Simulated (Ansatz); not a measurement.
`CCB(F)Br` + HBr → `FB(Br)Br` + `CC` at 500 K and 1 bar (ligand exchange at a B–C bond).

Calculated with Ansatz (gas phase, PBE0-D4/def2-TZVP geometries, no zero-point term in ΔE). CCSD(T)/CBS adds triple-zeta CCSD(T) − MP2 to the extrapolated MP2 energy (def2 sets, frozen cores). This one scheme is used for every species. For Br outer-core shells are correlated without core-valence functions, which leaves a few kJ/mol of doubt a bond. Scalar relativity is left out up to krypton. Each species was taken in one conformer, which may not be the lowest.

| species | CCSD(T)/CBS energy (Eh) | H − E (kJ/mol) | S (J/(mol·K)) |
| --- | --- | --- | --- |
| `CCB(F)Br` | -2777.13014 | 233.3 | 405.0 |
| HBr | -2573.91920 | 30.5 | 213.7 |
| `FB(Br)Br` | -5271.35159 | 49.2 | 345.3 |
| `CC` | -79.71954 | 220.5 | 259.9 |

H − E and S are ideal-gas, rigid-rotor, harmonic terms from PBE0-D4/def2-TZVP, for one conformer and one mirror image of each species. 1 Eh = 2625.50 kJ/mol, R = 8.31446 J/(mol·K).

**Question.** By hand: ΔE, ΔH, ΔS and ΔG.

**Answer.** ΔE = (-5271.35159) + (-79.71954) − (-2777.13014) − (-2573.91920) = -0.02179 Eh = -57.2 kJ/mol. Δ(H − E) = 49.2 + 220.5 − 233.3 − 30.5 = 5.9, so ΔH = -51.3 kJ/mol. ΔS = 345.3 + 259.9 − 405.0 − 213.7 = -13.5 J/(mol·K). ΔG = -51.3 − 500 × (-13.5)/1000 = -44.5 kJ/mol.

**Question.** By hand: the equilibrium constant, and the temperature at which ΔG would vanish if ΔH and ΔS stayed fixed.

**Answer.** log₁₀ K = −ΔG/(RT ln 10) = 4.6. ΔG = 0 at ΔH/ΔS = 3800 K, far beyond where these terms or the molecules hold.

The number of gas molecules stays the same, so ΔS is small and ΔH decides. A doubt of 5 kJ/mol in ΔE shifts log₁₀ K by 0.5 here. Other conformers and mirror images would add mixing entropy, several J/(mol·K) or more a flexible species. Modes under 60 cm⁻¹, often nearly free rotors, make the harmonic entropy too high. These are equilibria of isolated gas molecules and say nothing of rates. Largest T1 diagnostic: 0.010 (customary marks: 0.02 for closed shells, 0.045 for open ones).
